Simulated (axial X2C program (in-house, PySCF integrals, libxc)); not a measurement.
## NaHg⁺: from Re and ωe to a spectrum

A bond curve at the CCSD(T) level, with spin–orbit coupling, was computed with an in-house relativistic program for diatomic molecules (basis Hg dyall-cv3z [13s14p9d6f4g], Na dyall-cv3z [9s8p5d2f] (cores contracted in-house)) for the state Ω = 0 (closed shell). Its fit gives Re = 3.1171 Å, ωe = 107.7 cm⁻¹, ωexe = 1.25 cm⁻¹ and αe = 1.139e-03 cm⁻¹; the masses are 201.9706 and 22.9898 u. Two-component means X2C with spin–orbit coupling and atomic mean-field Coulomb and Gaunt terms.

Correlated methods: 12 electrons correlated (number of frozen shells: Hg 5 s, 4 p, 2 d, 1 f; Na 2 s, 1 p), 310 virtual spin orbitals or spinors in MP2, 90 natural virtuals in coupled cluster.

(1) Find the reduced mass, Be and the force constant.

(2) Where do the fundamental and the first overtone lie?

(3) A Morse curve ties αe to the other constants (Pekeris). How well does that hold?

(4) Estimate the centrifugal constant by the Kratzer relation.

(5) Estimate De from a Morse curve and compare with the computed well depth of 0.301 eV to Hg + Na+.

The state is a single determinant with fixed occupations, the lowest that a limited PBE0 search found. De is counted from the lowest determinant-based energies of the atoms at the same level, without counterpoise correction. CCSD and (T) use frozen natural virtuals with an MP2 correction for the truncation; (T) itself is uncorrected, so its De runs slightly low. With the outer-core shells frozen, correlated bond lengths of heavy atoms tend to come out a few hundredths of an ångström too long.

## Answers

(1) From the CCSD(T) values: μ = 20.6404 u. Be = 16.8576/(μ Re²) = 0.08406 cm⁻¹. k = 5.8918×10⁻⁷ μ ωe² = 0.141 mdyn/Å.

(2) ν(1←0) = ωe − 2ωexe = 105.2 cm⁻¹; ν(2←0) = 2ωe − 6ωexe = 207.9 cm⁻¹.

(3) αe(Morse) = 6Be²/ωe × (√(ωexe/Be) − 1) = 1.124e-03 cm⁻¹; the CCSD(T) curve gives 1.139e-03 cm⁻¹, a ratio of 0.99.

(4) D = 4Be³/ωe² = 2.05e-07 cm⁻¹.

(5) De(Morse) = ωe²/(4ωexe) = 0.288 eV against 0.301 eV computed, a ratio of 0.96. For De the Morse form works well here.
